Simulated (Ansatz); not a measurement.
Harmonic frequencies (cm⁻¹) at PBE0-D4/def2-TZVP from Ansatz: 72, 117, 157, 206, 272, 360, 501, 513, 672, 701, 728, 745, 864, 927, 932, 935, 2129, 2233, 2248, 2257, 3888.

Each molecule was computed in one conformer, which needn't be the lowest.

(1) Which molecule is it?
A. `[OH][GeH]([F])[SiH3]`
B. `[Cl][GeH2][GeH3]`
C. `[F][GeH2][O][SiH3]`
D. `F[SiH2][O][GeH3]`

Answers

(1) A.
